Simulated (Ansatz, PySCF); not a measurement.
This Ansatz (a quantum-chemistry and plane-wave program) input computes a BLYP/def2-TZVPD energy:

Ansatz 0.2 input:
```yaml
crystal:
  periodic: [false, false, false]
  atoms:
    - {symbol: Al, position_ang: [-0.00000000, -0.00000000, -0.12227900]}
    - {symbol: H, position_ang: [0.00000000, 0.00000000, 1.58962694]}
basis:
  gaussian:
    orbitals: def2-TZVPD
hamiltonian:
  xc: {name: BLYP}
total_charge: -1
magnetization: {spin_polarized: true, initial_magnetization: 1}
output: {forces: true}
```

### Question
Write an input for the same energy in PySCF and say what it gives.

### Answer

```python
from pyscf import gto, scf, dft

mol = gto.M(
    atom='''
    Al   -0.00000000   -0.00000000   -0.12227900
    H     0.00000000    0.00000000    1.58962694
    ''',
    basis='def2-tzvpd',
    charge=-1,
    spin=1,
    symmetry='C2v',
    verbose=4,
)

mf = dft.UKS(mol, xc='blyp').density_fit(auxbasis='def2-universal-jkfit')
mf.grids.level = 3
mf.conv_tol = 1e-9
mf.max_cycle = 100
mf.max_memory = 1500
mf.kernel()
if not mf.converged:
    mf = mf.newton()
    mf.kernel(mf.make_rdm1())
mf.analyze()
```
It gives -242.98220 Eh, and Ansatz -242.98217 Eh, a difference of 0.03 mEh, from the treatment of integrals and grids.
